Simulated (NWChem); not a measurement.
Species: BeHSeF; SMILES [F][Be][SeH]

```xyz
4

Be    -0.0092     1.2346     0.0000
F     -0.0186     2.6097     0.0000
Se    -0.0365    -0.8110     0.0000
H      1.4463    -0.8504     0.0000
```
Atoms are numbered in this order, from 1.

Computed with NWChem. Pople sets run with spherical d functions. Medium grid unless said otherwise, to which SCAN and Minnesota functionals are sensitive. The geometry was optimised at B3LYP/6-31G* (spherical d). Hybrids' shares of exact exchange are those that their runs print; pure functionals count as 0. The functionals differ in more than this share.

```csv
row,share of exact exchange,orbital gap (eV)
PBE/6-31G*,0.00,5.11
"LDA (Slater exchange, PW92)/6-31G*",0.00,5.06
TPSSh/6-31G*,0.10,withheld
B3LYP/6-31G*,0.20,6.66
MN15/6-31G*,0.44,8.34
```

Question: Fit a straight line of the last column on the one before it, predict the withheld value, and compare with the run.

Answer: 
1. Means of the 4 shown rows: x = 0.160, y = 6.292. Slope Σ(x − x̄)(y − ȳ)/Σ(x − x̄)² = 0.9744/0.1312 = 7.427; intercept 5.104.
2. The shown rows scatter about the line by 0.045 (root mean square); the largest residual is +0.07, at B3LYP/6-31G*.
3. At x = 0.10 (TPSSh/6-31G*; inside the shown range) the line gives 5.85.
4. The run gives 6.18, +0.33 from the line, 7.4 times the scatter.
